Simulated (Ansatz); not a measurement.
```yaml
crystal:
  periodic: [false, false, false]
  atoms:
    - {symbol: O, position_ang: [1.378857, -0.964311, 1.252707]}
    - {symbol: Si, position_ang: [0.218776, -1.002261, -0.025981]}
    - {symbol: Si, position_ang: [-0.505185, 1.315447, -0.373660]}
    - {symbol: F, position_ang: [0.742101, 2.299275, -0.880594]}
    - {symbol: Cl, position_ang: [-1.995763, 1.342834, -1.913937]}
    - {symbol: Cl, position_ang: [-1.317977, 2.190027, 1.399656]}
    - {symbol: H, position_ang: [1.797401, -1.827632, 1.555471]}
    - {symbol: H, position_ang: [0.817561, -1.549247, -1.362417]}
    - {symbol: H, position_ang: [-1.042742, -1.852643, 0.330906]}
basis:
  gaussian: {orbitals: aug-cc-pVDZ, nuclear_model: gaussian}
total_charge: 1
magnetization: {spin_polarized: true, initial_magnetization: 1}
hamiltonian: {xc: {name: TPSS}}
accuracy: high
output: {forces: true}
```

```sh
$ ansatz run in.yaml --threads 4 --pin off --events-out ev --progress --plain --max-ram 10444MiB
```

It prints (some lines left out):

```
Error: YAML parse error: error: line 17 column 19: hamiltonian.xc: no functional is named "TPSS"; the names, which are not case-sensitive, are SVWN5, SPW92, PBE, PBE0, PBEsol, revPBE, revPBE0, RPBE, rPW86-PBE, HSE06, wPBEh, LC-wPBE, HISS, HF, BLYP, B3LYP, B3LYP5, BHLYP, CAM-B3LYP, r2SCAN, r2SCANh, r2SCAN0, r2SCAN50, m-r2SCAN, B97, wB97, wB97X, wB97X-V, B97M-V, wB97M-V, B2PLYP, B2GP-PLYP, PBE0-DH, PBE-QIDH
15 | total_charge: 1
16 | magnetization: {spin_polarized: true, initial_magnetization: 1}
17 | hamiltonian: {xc: {name: TPSS}}
18 | accuracy: high
19 | output: {forces: true}
```

In this input the method's name isn't one that the program takes here. The program refused the input.
